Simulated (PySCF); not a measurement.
## Calculated data, AlBH3NO

Calculation on a computer-drawn molecule: optimised geometry and harmonic frequencies of an isolated molecule of the commonest isotopes, restricted reference for singlets and unrestricted otherwise, frozen core in MP2. Program: PySCF 2.14.0.

```yaml
- formula: AlBH3NO
  start_structure:
    atoms_angstrom:
      - ["N", -1.9105, 1.6361, 0.6243]
      - [B, -0.9041, 1.8799, -0.3003]
      - [O, 0.3636, 1.3613, -0.0137]
      - [Al, 1.8371, 0.7459, 0.3631]
      - [H, -2.8642, 1.9288, 0.5098]
      - [H, -1.8251, 1.07, 1.4839]
      - [H, -1.0514, 2.5138, -1.2714]
  given:
    charge: 0
    multiplicity: 1
    method: HF
    basis: "cc-pV(D+d)Z"
    drawn_bonds_atom: [1, 2, 3, 1, 1, 2]
    drawn_bonds_other_atom: [2, 3, 4, 5, 6, 7]
    drawn_bonds_order: [1, 1, 1, 1, 1, 1]
  results:
    optimised_atom_element: ["N", B, O, Al, H, H, H]
    "optimised_atom_x [angstrom]": [-1.975, -0.8724, 0.3523, 1.968, -2.88, -1.919, -1.028]
    "optimised_atom_y [angstrom]": [1.625, 1.827, 1.308, 0.8091, 1.993, 1.102, 2.472]
    "optimised_atom_z [angstrom]": [0.6292, -0.2104, 0.09701, 0.1915, 0.4283, 1.478, -1.218]
    "modes_frequency [cm^-1]": [81.99, 104.5, 423.0, 432.9, 650.6, 669.7, 999.4, 1001, 1202, 1256, 1464, 1736, 2659, 3821, 3934]
    "modes_reduced_mass [dalton]": [6.71, 5.459, 3.709, 1.223, 1.215, 3.49, 1.485, 1.631, 1.403, 4.188, 3.607, 1.251, 1.093, 1.051, 1.098]
    "rotational_constants [GHz]": [48.52, 2.659, 2.521]
    "total_energy [hartree]": -397.8172
    "convergence_status_largest_gradient_component [hartree/bohr]": 1.035e-05
```
